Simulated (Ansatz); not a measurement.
Total energies of H4O4Ti, SMILES `[OH][Ti]([OH])([OH])[OH]`.

```xyz
9

O     1.246    0.950    0.889
Ti    0.000    0.000    0.000
O    -0.444    0.898   -1.497
O    -1.456   -0.225    1.036
O     0.654   -1.623   -0.428
H     1.288    1.180    1.818
H    -0.524    0.580   -2.396
H    -2.319    0.184    0.971
H     1.555   -1.944   -0.393
```

Total charge 0; spin multiplicity 1. Correlated methods include outer-core shells of Ti, which these sets cover unevenly. Scalar relativity is left out up to krypton. Geometry: relaxed with PBE0-D4/def2-TZVP. It is one conformer, not always the lowest. Basis def2-TZVPP, Ansatz.

RPA on PBE orbitals: Hartree–Fock energy of these orbitals -1150.41610 Eh, correlation -2.14178 Eh (frozen core).

| functional | energy without D4 (Eh) | D4 term (kJ/mol) |
| --- | --- | --- |
| ωB97X-V | -1152.90474 | – |
| PBE-QIDH | -1152.45860 | – |

(1) Give the same for LDA (SPW92), PBE, revPBE, BLYP, r2SCAN, B97M-V, PBE0, B3LYP, r2SCANh, r2SCAN0, HSE06 (plane-wave form), BHLYP, CAM-B3LYP, LC-ωPBE, ωB97M-V, B2PLYP. (Estimate.)

B3LYP takes the VWN-RPA correlation (the form of Gaussian; ORCA's B3LYP/G). HSE06 is the plane-wave form, built on full-range PBE exchange. The double hybrids freeze the cores in their second-order part.

Results:

(1) Computed: 
```json
{"functional": "LDA (SPW92)", "energy without D4 (Eh)": "-1148.97423", "D4 term (kJ/mol)": "–"}
{"functional": "PBE", "energy without D4 (Eh)": "-1152.62283", "D4 term (kJ/mol)": "-16.9"}
{"functional": "revPBE", "energy without D4 (Eh)": "-1152.95667", "D4 term (kJ/mol)": "-47.3"}
{"functional": "BLYP", "energy without D4 (Eh)": "-1153.14677", "D4 term (kJ/mol)": "-36.5"}
{"functional": "r2SCAN", "energy without D4 (Eh)": "-1152.98113", "D4 term (kJ/mol)": "-4.1"}
{"functional": "B97M-V", "energy without D4 (Eh)": "-1152.83656", "D4 term (kJ/mol)": "–"}
{"functional": "PBE0", "energy without D4 (Eh)": "-1152.61383", "D4 term (kJ/mol)": "-14.3"}
{"functional": "B3LYP", "energy without D4 (Eh)": "-1153.16428", "D4 term (kJ/mol)": "-27.1"}
{"functional": "r2SCANh", "energy without D4 (Eh)": "-1152.94152", "D4 term (kJ/mol)": "-4.4"}
{"functional": "r2SCAN0", "energy without D4 (Eh)": "-1152.88530", "D4 term (kJ/mol)": "-4.9"}
{"functional": "HSE06 (plane-wave form)", "energy without D4 (Eh)": "-1152.59237", "D4 term (kJ/mol)": "-13.3"}
{"functional": "BHLYP", "energy without D4 (Eh)": "-1152.94063", "D4 term (kJ/mol)": "-21.2"}
{"functional": "CAM-B3LYP", "energy without D4 (Eh)": "-1153.07982", "D4 term (kJ/mol)": "-14.5"}
{"functional": "LC-ωPBE", "energy without D4 (Eh)": "-1152.77889", "D4 term (kJ/mol)": "–"}
{"functional": "ωB97M-V", "energy without D4 (Eh)": "-1152.98571", "D4 term (kJ/mol)": "–"}
{"functional": "B2PLYP", "energy without D4 (Eh)": "-1152.79211", "D4 term (kJ/mol)": "–"}
```

LC-ωPBE has ω = 0.4 bohr⁻¹.
